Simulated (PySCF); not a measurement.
# W (tungsten, neutral) across methods

[Xe] 4f14 5d6, high-spin 5D determinant (an excited configuration). Computed with PySCF 2.14 in ANO-RCC-VTZP (8s7p5d3f2g1h, 104 functions), with the spin-free X2C one-electron Hamiltonian (Gaussian nucleus).

| method | E (hartree) | mean ε 4f β (eV) | mean ε 5d α (eV) | mean ε 5d β (eV) | Σ⟨r²⟩ (bohr²) | ⟨S²⟩ |
| --- | --- | --- | --- | --- | --- | --- |
| UHF | -16137.49676 | -45.237 | -6.508 | -3.291 | 62.43 | 6.013 |
| LDA | -16132.46 | -29.206 | -3.093 | -1.207 | 64.29 | 6.002 |
| PBE | -16142.88 | -28.806 | -2.907 | -1.033 | 64.19 | 6.003 |
| r2SCAN | -16142.93 | -28.936 | -2.942 | -1.104 | 63.37 | 6.005 |
| PBE0 | -16142.63 | -33.051 | -3.912 | -1.825 | 63.38 | 6.004 |

Spin-orbit coupling, absent here, splits the open shell strongly.
